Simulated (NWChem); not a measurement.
Molecule: DMAc (C4H9NO); SMILES CC(=O)N(C)C

```xyz
15

C     -1.1338    -1.4993     0.0000
N      0.0117    -0.6022     0.0000
C      1.3105    -1.2492     0.0000
C     -0.2043     0.7589     0.0000
C      1.0203     1.6688     0.0000
O     -1.3347     1.2359     0.0000
H     -1.1199    -2.1432     0.8900
H     -2.0402    -0.8957     0.0000
H     -1.1199    -2.1432    -0.8900
H      2.1177    -0.5183     0.0000
H      1.4260    -1.8876    -0.8876
H      1.4260    -1.8876     0.8876
H      0.6553     2.6963     0.0000
H      1.6472     1.5163     0.8860
H      1.6472     1.5163    -0.8860
```
Atoms are numbered in this order, from 1.

All runs: NWChem. Coordinates come from a B3LYP/6-31G* (spherical d) optimisation.

**Question.** Predict the results for LRC-wPBEh/def2-SVP. Quantities: highest occupied level (eV); orbital gap (eV); dipole (D).

**Answer.** 
| Property | Value |
|---|---|
| highest occupied level (eV) | -8.59 |
| orbital gap (eV) | 11.32 |
| dipole (D) | 3.77 |
